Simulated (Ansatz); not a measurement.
C$_{2}$H$_{7}$BS$_{2}$ (`CB(C)SS`), one more setting.

```yaml
crystal:
  periodic: [false, false, false]
  atoms:
    - {symbol: C, position_ang: [-1.399311, -0.722764, 0.240020]}
    - {symbol: B, position_ang: [-0.078556, -0.031199, -0.281670]}
    - {symbol: C, position_ang: [1.319532, -0.298135, 0.405737]}
    - {symbol: S, position_ang: [-0.059245, 0.565438, -2.096806]}
    - {symbol: S, position_ang: [-0.406412, 1.989829, -0.659193]}
    - {symbol: H, position_ang: [-1.500385, -0.638181, 1.326225]}
    - {symbol: H, position_ang: [-1.345305, -1.793813, 0.012318]}
    - {symbol: H, position_ang: [-2.313502, -0.345474, -0.223102]}
    - {symbol: H, position_ang: [1.281521, -0.140729, 1.488019]}
    - {symbol: H, position_ang: [2.141533, 0.294643, -0.003367]}
    - {symbol: H, position_ang: [1.582561, -1.351748, 0.255484]}
    - {symbol: H, position_ang: [0.854470, 2.417036, -0.429865]}
basis:
  gaussian: {orbitals: def2-SVP}
hamiltonian: {xc: {name: r2SCAN0}}
output: {forces: true}
```

```sh
$ ansatz run in.yaml --threads 4 --pin off --events-out ev --progress --plain --max-ram 10444MiB
```

It prints (some lines left out):

```
Functional definition: r2SCAN0
1121 factors; integrals over basis functions are off by at most 1.2e-3 eV
mean field evaluation 1: about -24515.3233 eV, gradient 5.6e1 eV
mean field evaluation 2: about -24512.6375 eV, gradient 6.2e1 eV
mean field evaluation 4: about -24523.4010 eV, gradient 2.8e0 eV
mean field evaluation 8: about -24523.6241 eV, gradient 1.6e-1 eV
mean field evaluation 16: about -24523.6242 eV, gradient 7.7e-5 eV
mean field -24523.62420993 eV, -901.2265670053 hartree, gradient 2.6e-5 eV, S^2 0.000000; 0 other end points of the search recorded, 0 dependent functions left out
reference -24523.62421755 eV, -901.2265672855 hartree; 28, 28 occupied and 85, 85 virtual orbitals, 1121 factors
Total energy: -24523.62421755 eV, -901.2265672855 hartree
Atom 0 at    -1.399311    -0.722764     0.240020 Å, force     0.066112     0.057541    -0.024847 eV/Å
Atom 1 at    -0.078556    -0.031199    -0.281670 Å, force    -0.026304    -0.087088    -0.019365 eV/Å
Atom 2 at     1.319532    -0.298135     0.405737 Å, force    -0.070089     0.057708    -0.032847 eV/Å
Atom 3 at    -0.059245     0.565438    -2.096806 Å, force     0.078001    -0.342917    -0.354116 eV/Å
Atom 4 at    -0.406412     1.989829    -0.659193 Å, force    -0.130593     0.375863     0.326373 eV/Å
Atom 5 at    -1.500385    -0.638181     1.326225 Å, force    -0.004263     0.006153     0.132808 eV/Å
Atom 6 at    -1.345305    -1.793813     0.012318 Å, force     0.021270    -0.114193    -0.029981 eV/Å
Atom 7 at    -2.313502    -0.345474    -0.223102 Å, force    -0.099895     0.040341    -0.062988 eV/Å
Atom 8 at     1.281521    -0.140729     1.488019 Å, force    -0.011908     0.006897     0.134063 eV/Å
Atom 9 at     2.141533     0.294643    -0.003367 Å, force     0.099602     0.060894    -0.055689 eV/Å
Atom 10 at     1.582561    -1.351748     0.255484 Å, force     0.013662    -0.113404    -0.023553 eV/Å
Atom 11 at     0.854470     2.417036    -0.429865 Å, force     0.064405     0.052204     0.010144 eV/Å
Dipole moment:     0.163903     0.229991     0.235987 e Å
```

It took 3.4 s on 4 threads of an Intel Xeon Platinum 8488C on a shared host, with 0.55 GiB of host memory at the peak.
